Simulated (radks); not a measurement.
Mg, 12 electrons, occupied as [Ne] 3s2. All-electron calculation, scalar-relativistic Kohn-Sham, PBEsol, spin-polarised, spherical densities, finite nucleus; Fermi nuclear charge, rms radius 3.057 fm; hard spherical wall at 5 bohr. Program: a radial shooting solver on a logarithmic mesh with Libxc functionals. Some entries of the table are withheld. Estimate them.

orbital,occ.,eigenvalue (eV),<r^2> (bohr^2),r(max) (bohr)
1s,2,-1253.290,0.02307,0.08520
2s,2,(1),0.5896,0.5478
2p,6,-43.4043,0.6179,0.4790
3s,2,-1.7123,7.216,2.419
3p,0,3.3884,8.256,2.740
3d,0,10.2315,9.229,3.017
4s,0,(2),9.722,3.800

Answer. 
(1) 2s eigenvalue (eV): -76.4311
(2) 4s eigenvalue (eV): 20.3613
